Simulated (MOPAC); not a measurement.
MOPAC input (PM3):

```
PM3 FORCE THERMO(298,298) PRECISE LET UHF MS=0.5 GEO-OK AUX(PRECISION=9) THREADS=1
OP

P     0.00000000 1    0.00000000 1   -0.50379491 1
O     0.00000000 1    0.00000000 1    0.95417398 1
```

Q: Which zero-point energy does it print?

A: 1.52 kcal/mol, from the harmonic wavenumbers of PM3.
